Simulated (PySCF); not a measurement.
Computed shifts of a molecule C2H4FNOSi, PySCF with PBE/pcSseg-1, GIAO, gas phase, atoms alike by connectivity averaged where their shifts nearly agree, in ppm (number of nuclei): ¹⁵N: 329.5 (1). ¹³C: 117.6 (1), 82.2 (1). ¹⁹F: -291.2 (1). ²⁹Si: -19.3 (1). ¹H: 5.50 (1), 5.47 (1), 5.15 (1), 1.93 (1). References: ¹⁵N against NH3 (σ = 267.0 ppm); ¹³C against TMS (σ = 182.0 ppm); ¹⁹F against CFCl3 (σ = 133.6 ppm); ²⁹Si against TMS (σ = 335.4 ppm); ¹⁷O against H2O (σ = 334.3 ppm); ¹H against TMS (σ = 31.49 ppm), references at their B3LYP-D3(BJ)/def2-TZVP geometries, non-relativistic. The structure is a stationary point at ωB97X-D3(BJ)/def2-SVP. One conformer was computed; it need not be the lowest.

Task: Which structure fits?
A) O=C/N=C/[SiH2]F
B) N#C[C@@H](F)[SiH2]O
C) N#CC[Si@@H](O)F
D) N[Si@]1(F)C=CO1

Result: B, N#C[C@@H](F)[SiH2]O
